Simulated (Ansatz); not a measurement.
Ansatz (a program for electronic structure) input:

Ansatz 0.2 input:
```yaml
crystal:
  periodic: [false, false, false]
  atoms:
    - {symbol: Cl, position_ang: [0.35339225, -1.91509034, 1.58270808]}
    - {symbol: Sn, position_ang: [0.00000000, -0.00000000, -0.00000000]}
    - {symbol: Cl, position_ang: [-0.37414718, 2.10841442, 1.30844353]}
    - {symbol: Cl, position_ang: [-2.00598994, -0.46059413, -1.43571563]}
    - {symbol: Cl, position_ang: [2.02674487, 0.26727005, -1.45543598]}
basis:
  gaussian:
    orbitals: def2-SVPD
total_charge: -1
magnetization: {spin_polarized: true, initial_magnetization: 1}
correlation: {method: ccsd_t, electrons: outside_noble_gas}
output: {forces: true}
```

Task: Predict the final energy.

Result: -2051.78980 Eh (CCSD(T)/def2-SVPD). The basis has 140 functions.
